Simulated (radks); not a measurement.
Problem. Charge is removed step by step from the 5s1/2 level of the caesium ion Cs3+, starting from [Kr] 4d10 5s2 5p4. Method: Dirac Kohn-Sham, PBE, spin-unpolarised, spherical densities, point nucleus; open shells are shared between the two j in proportion to 2j + 1; computed with a radial shooting solver on a logarithmic mesh with Libxc functionals. At the starting occupation the eigenvalue is -53.974 eV. Estimate the energy to remove one whole electron from this level, the eigenvalue at the end, and how far E(n) bends from a straight line.

Solution. Delta-SCF 60.277 eV; final eigenvalue -66.668 eV; the deviation from the straight line is -1.587 eV at 0.5 electron removed, the largest on the grid computed. Slater's transition state (half an electron removed) gives 60.256 eV. Integrating minus the eigenvalue over the occupation (Janak's theorem) gives 60.277 eV. The mean slope of the eigenvalue, de/dn, is 12.7 eV per electron.
